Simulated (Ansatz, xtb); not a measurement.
**CHAlBCl: which of two structures lies lower**

We compare a, `[Al][CH]=BCl`, a singlet, with b, a singlet given by its coordinates. Both are isolated molecules in the gas phase, relaxed with r2SCAN-D4/def2-SVP.

a (Å):

```xyz
5

C    -0.6969    0.5951    0.3512
Al    0.7432    1.8343    0.8683
B    -0.7537   -0.5602    1.0976
Cl   -0.5627   -1.8556    2.1778
H    -1.2963    0.9724   -0.4830
```

b (Å):

```xyz
5

C    -0.0809   -2.3641   -2.3584
Al    1.2493   -1.6034   -1.4470
B    -0.6730   -1.1401   -2.6394
Cl    2.9072   -1.0102   -0.3395
H    -1.3208   -0.1979   -2.9786
```

Close contacts (Å): C1–Al2 1.78, C1–B3 1.39, Al2–B3 2.31, Al2–Cl4 2.08, B3–H5 1.19.

Task: Estimate E(b) − E(a) at the level CCSD(T)/def2-TZVPP.

Result: Too close to call at this level: CCSD(T)/def2-TZVPP gives E(b) − E(a) = +1.01 kJ/mol.

How the difference moves with the method:

```csv
level,geometry,E(b) − E(a) (kJ/mol),departure from the last row (kJ/mol),"job, with rough time for the two"
r2SCAN-D4/def2-SVP,r2SCAN-D4/def2-SVP,+2.29,+1.29,"optimisation, 37 s"
HF/def2-TZVPP,r2SCAN-D4/def2-SVP,+17.63,+16.62,part of the CCSD(T) run
MP2/def2-TZVPP,r2SCAN-D4/def2-SVP,−14.91,−15.92,part of the CCSD(T) run
CCSD(T)/def2-TZVPP,r2SCAN-D4/def2-SVP,+1.01,,"single point, 49 s"
```

The largest departure from CCSD(T)/def2-TZVPP is that of HF/def2-TZVPP, 16.62 kJ/mol. Levels run at GFN2-xTB geometries aren't shown.

With harmonic frequencies from r2SCAN-D4/def2-SVP (ideal gas, rigid rotor, one conformer each, 600 K, 1 atm): the zero-point term adds −1.80 kJ/mol; ΔH is −1.33 and ΔG +3.07 kJ/mol.

The correlated steps freeze 12 core orbitals. Programs: Ansatz 0.2.0; the last row on 1 thread of Intel(R) Xeon(R) Platinum 8488C (Sapphire Rapids) on a shared host.
